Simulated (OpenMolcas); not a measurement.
# Zr2+: effect of the basis set

* Program: OpenMolcas 26.06
* Method: SS-CASPT2, IPEA 0.25 Eh, imaginary shift 0.1 Eh (closed shells correlated: 4s 4p)
* Active space: 2 electrons in 6 orbitals (4d 5s)
* State averaging: 2S+1 = 3 even, 15 roots; 2S+1 = 1 even, 21 roots kept (CI in the orbitals of an earlier block)
* Spin-orbit coupling: state interaction with AMFI integrals over the reference wave functions, term energies averaged over their components

A. ANO-R1 [6s4p3d1f], X2C, finite nucleus; CASPT2 step of the order of 5 core-seconds
B. ANO-RCC-VDZP [6s5p3d1f], DKH2, point nucleus; CASPT2 step about 6 core-seconds
C. ANO-R2 [7s5p4d2f1g], X2C, finite nucleus; CASPT2 step about 6 core-seconds
D. ANO-RCC-VTZP [7s6p4d2f1g], DKH2, point nucleus; CASPT2 step about 15 core-seconds
E. ANO-RCC-VQZP [8s7p5d3f2g1h], DKH2, point nucleus; CASPT2 step about 17 core-seconds

Energies in cm-1 above 4d2 3F2, the measured ground level; measured values from Moore, Atomic Energy Levels, vol. II, NSRDS-NBS 35 (1971 reprint of NBS Circular 467, 1952); NIST levels as listed in Rynkun, Gaigalas and Jonsson, Astron. Astrophys. 637, A10 (2020).

```
    Level      A      B      C      D      E  Measured
  4d2 3F2    0.0    0.0    0.0    0.0    0.0       0.0
  4d2 3F3    595    738    721    701    710       681
  4d2 3F4   1299   1597   1565   1525   1540      1486
  4d2 1D2   4900   5470   5550   5550   5470      5742
  4d2 3P0   8190   8360   8460   8630   8580      8062
  4d2 3P1   8410   8650   8740   8910   8870      8326
  4d2 3P2   8830   9190   9270   9410   9380      8838
  4d2 1G4  11450  11860  11260  11580  11070     11049
4d 5s 3D1  18100  17570  18860  18510  19100     18399
4d 5s 3D2  18440  17970  19250  18890  19480     18803
4d 5s 3D3  18990  18670  19940  19560  20160          
  4d2 1S0  23190  23520  23560  23940  23470     23979
4d 5s 1D2  26910  24860  25120  24850  24950     25066
  5s2 1S0  48080  48580  50350  49780  50440     48507
```

Deviations, from unrounded energies. A percentage is the sum of absolute deviations over the sum of measured energies, with the sign that they share, or ± where signs differ.

| Against measurement | Levels | A | B | C | D | E |
| --- | --- | --- | --- | --- | --- | --- |
| mean absolute deviation (cm-1) | 12 | 460 | 380 | 420 | 350 | 490 |
| fine structure of the ground term (%) | 2 | -12.6 | +7.7 | +5.5 | +2.7 | +3.8 |
| other terms of the ground configuration (%) | 6 | ±3.4 | ±3.8 | ±3.1 | ±3.8 | ±3.6 |
| other configurations (%) | 4 | ±2.6 | ±1.7 | +2.5 | ±1.5 | ±3.1 |

D lies closest to measurement on these levels and E furthest from it. The largest miss of D in the table is 5s2 1S0, by +1300 cm-1. The ranking rests on the paired levels alone, and a cruder setting can come out closer through cancelling errors.

The two smallest mean deviations differ by little beside CASPT2's spread within terms, so their order carries little weight.

Among A to E the level of the table that moves most is 5s2 1S0, by 2400 cm-1 (lowest in A, highest in E). Moves below CASPT2's spread within the term are not significant.

Term energies are means over components that CASPT2 splits; among the terms shown or strongly mixed into the levels shown the widest spread is 700 cm-1 (4d2 1G, C). Terms from blocks run as CI alone lack orbitals of their own. A single d shell beside an s shell can misplace configurations of different d count against each other. Computed and measured levels are paired by configuration, term and J; levels that our copy of the source lacks, or whose pairing is in doubt (as where it misses far off the trend of its configuration), stay unpaired and out of the deviations. Levels of configurations outside the active space are missing.
